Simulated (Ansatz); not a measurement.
The first iterations of a band of BF2H4N2 (9 atoms, charge 0, multiplicity 2).

All numbers below come from UKS B3LYP-D4/def2-SVP in Ansatz 0.2.0.

```
movable images  : 1
climbing image  : no
spring          : 5.0 eV/Å²
optimiser       : quadratic models (default)
start path      : through a guess of the saddle point
force threshold : 0.05 eV/Å
iteration limit : 60
end points      : relaxed
```

Initial state:

```xyz
9
Properties=species:S:1:pos:R:3
B 0.081 -0.012 0.617
F 0.123 1.141 1.365
N 1.123 0.044 -0.524
H 1.332 -0.786 -1.076
H 1.278 0.907 -1.043
N -1.183 -0.035 -0.273
H -1.503 0.811 -0.741
H -1.449 -0.882 -0.773
F 0.198 -1.188 1.319
```

Final state:

```xyz
9
Properties=species:S:1:pos:R:3
B 0.081 -0.012 0.617
F 0.198 -1.189 1.318
N 1.123 0.045 -0.525
H 1.334 -0.786 -1.076
H 1.278 0.907 -1.043
N -1.184 -0.035 -0.273
H -1.449 -0.881 -0.774
H -1.504 0.812 -0.739
F 0.123 1.139 1.365
```

| iteration | highest image above the first end (eV) | largest band force component (eV/Å) |
| --- | --- | --- |
| 1 | 7.986 | 15.858 |
| 2 | 5.268 | 8.091 |
| 3 | 4.121 | 2.598 |
| 4 | 3.654 | 1.048 |
| 5 | 3.151 | 0.658 |
| 6 | 2.834 | 0.347 |
| 7 | 2.688 | 0.403 |

**Question.** Does the band converge within its limit, and where does its top end?

**Answer.** The run converged. It ended after 22 iterations with the highest image 2.314 eV above the first end. Neighbouring images differ by up to 2.3 eV, so the band resolves the path poorly. No image climbed, so the highest image needn't sit at the top of the path. So few images can step over the top or miss a turn of the path.

Time of the run: 24 s on 4 threads of Intel(R) Xeon(R) 6975P-C (Granite Rapids), on a shared host, peak memory 0.27 GiB.
